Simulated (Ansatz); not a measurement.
Molecule: N-germyl-N-methylmethanamine, C$_{2}$H$_{9}$GeN (charge 0, singlet). 
Structure (B3LYP-D3(BJ)/def2-TZVP (Ansatz, a program for electronic structure) minimum search):
```xyz
13

C     -1.9318    -0.4455    -0.1103
N     -0.7558     0.1895     0.4568
C     -0.9414     1.6131     0.6741
Ge     0.8845    -0.3433    -0.2158
H     -2.2126    -0.0458    -1.0986
H     -1.7721    -1.5201    -0.2138
H     -2.7895    -0.3004     0.5556
H     -0.0567     2.0453     1.1448
H     -1.7894     1.7782     1.3477
H     -1.1439     2.1754    -0.2522
H      0.9189    -1.8787    -0.1508
H      1.9632     0.2918     0.6763
H      1.1072     0.1089    -1.6837
```
Charge 0, spin multiplicity 1.

Basis-set convergence of Hartree-Fock and MP2 correlation energies (hartree) with Ansatz. Valence correlation only, unless marked. No spin-orbit coupling. Frozen are the shells of the preceding noble gas and the d and f shells that filled before the atom's block. Non-relativistic.

```tsv
basis	functions	E(HF)	E(corr, MP2)
cc-pVDZ	114	-2210.74385	-0.56686
cc-pVTZ	259	-2210.85942	-0.69776
cc-pVQZ	503	-2210.87287	-0.74260
```

Extrapolating the two largest sets (X = 3 and 4) as X^-3: E(corr) = (64·(-0.74260) - 27·(-0.69776))/37 = -0.7753 Eh, an estimate of the basis-set limit. The largest set recovers 95.8 % of it, the smallest 73.1 %.
